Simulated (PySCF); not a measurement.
WO2F2, SMILES [O]=[W]([F])(=[O])[F], multiplicity 1. Coordinates come from a PBE-D3(BJ)/def2-SVP optimisation. The multiplicity is an assumed one; other spin states were not compared. The isomer is the one that the SMILES or the coordinates give; other isomers of the formula were not compared. The def2 effective core potentials stand for the cores of W; spin–orbit coupling is left out.

Calculation: PBE-D3(BJ)/def2-SVP (PySCF).

Harmonic wavenumbers (cm⁻¹): 171, 209, 248, 251, 351, 693, 703, 983, 1013. Rotational constants (GHz): 3.858, 3.240, 3.016; symmetry number 2.

Q: Work out the zero-point energy and the ideal-gas rigid-rotor harmonic-oscillator thermochemistry at 298.15 K and 1 atm.

A: ZPE = ½ Σ hcν = ½ × 4622 cm⁻¹ = 27.64 kJ/mol. H − E(el) = 44.89 kJ/mol. Entropy in J/(mol K): translation 177.80, rotation 105.31, vibration 41.48, total 324.58. G − E(el) = -51.89 kJ/mol. Cp = 80.25 J/(mol K).
